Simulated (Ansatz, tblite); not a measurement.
Removing and adding an electron: Ca₃Te₂. Total charge 0; singlet. Geometry: PBE-D4/def2-SVP. Ansatz, gas phase; energy differences of separate SCF runs; the oxidised species was run as a doublet alone; the reduced species was run as a doublet alone.

```tsv
atom	x (Å)	y (Å)	z (Å)
Ca1	1.112	0.342	-1.732
Ca2	-0.066	1.451	1.498
Ca3	-1.045	-1.792	0.234
Te4	-1.721	0.882	-0.930
Te5	1.720	-0.883	0.930
```

In the def2 sets Te takes a core potential; there is no spin–orbit coupling. The xTB rows come from tblite. Correlated methods freeze 23 core orbitals; core or outer-core shells of Ca, Te are correlated, in sets that lack core-valence functions. The rows differ in basis, and correlated rows in double-zeta sets carry the largest basis error. The structure comes from a short search, and lower isomers may exist.

(1) Estimate orbital energies and vertical ionisation energies and electron affinities at: GFN1-xTB; GFN2-xTB; PBE-D4/def2-TZVP; PBE0-D4/def2-TZVP; MP2/def2-SVP; CCSD/def2-SVP; CCSD(T)/def2-SVP.

## Answers

(1) 
```json
{"level": "GFN1-xTB", "−HOMO (eV)": "5.55", "vertical IE (eV)": "7.38", "−LUMO (eV)": "5.28", "vertical EA (eV)": "3.49", "HOMO–LUMO gap (eV)": "0.27", "IE − EA (eV)": "3.88", "remarks": "–"}
{"level": "GFN2-xTB", "−HOMO (eV)": "4.09", "vertical IE (eV)": "7.16", "−LUMO (eV)": "3.55", "vertical EA (eV)": "0.73", "HOMO–LUMO gap (eV)": "0.53", "IE − EA (eV)": "6.44", "remarks": "–"}
{"level": "PBE-D4/def2-TZVP", "−HOMO (eV)": "3.12", "vertical IE (eV)": "4.65", "−LUMO (eV)": "2.31", "vertical EA (eV)": "–", "HOMO–LUMO gap (eV)": "0.81", "IE − EA (eV)": "–", "remarks": "–"}
{"level": "PBE0-D4/def2-TZVP", "−HOMO (eV)": "3.50", "vertical IE (eV)": "4.56", "−LUMO (eV)": "1.92", "vertical EA (eV)": "–", "HOMO–LUMO gap (eV)": "1.58", "IE − EA (eV)": "–", "remarks": "–"}
{"level": "MP2/def2-SVP", "−HOMO (eV)": "–", "vertical IE (eV)": "4.73", "−LUMO (eV)": "–", "vertical EA (eV)": "–", "HOMO–LUMO gap (eV)": "–", "IE − EA (eV)": "–", "remarks": "restricted SCF unstable (singlet)"}
{"level": "CCSD/def2-SVP", "−HOMO (eV)": "–", "vertical IE (eV)": "4.48", "−LUMO (eV)": "–", "vertical EA (eV)": "–", "HOMO–LUMO gap (eV)": "–", "IE − EA (eV)": "–", "remarks": "restricted SCF unstable (singlet)"}
{"level": "CCSD(T)/def2-SVP", "−HOMO (eV)": "–", "vertical IE (eV)": "4.63", "−LUMO (eV)": "–", "vertical EA (eV)": "–", "HOMO–LUMO gap (eV)": "–", "IE − EA (eV)": "–", "remarks": "restricted SCF unstable (singlet)"}
```

Run but left out: HF/def2-SVP, r2SCAN-D4/def2-TZVP (singlet: restricted singlet, unstable towards broken spin symmetry); PBE-D4/def2-TZVPD, r2SCAN-D4/def2-TZVPD, PBE0-D4/def2-TZVPD (charge -1 doublet: ⟨S²⟩ 1.15 to 1.43, where a pure state has 0.75).   Raw xTB energy differences between charge states are shifted by several eV; the methods need an empirical correction for them.
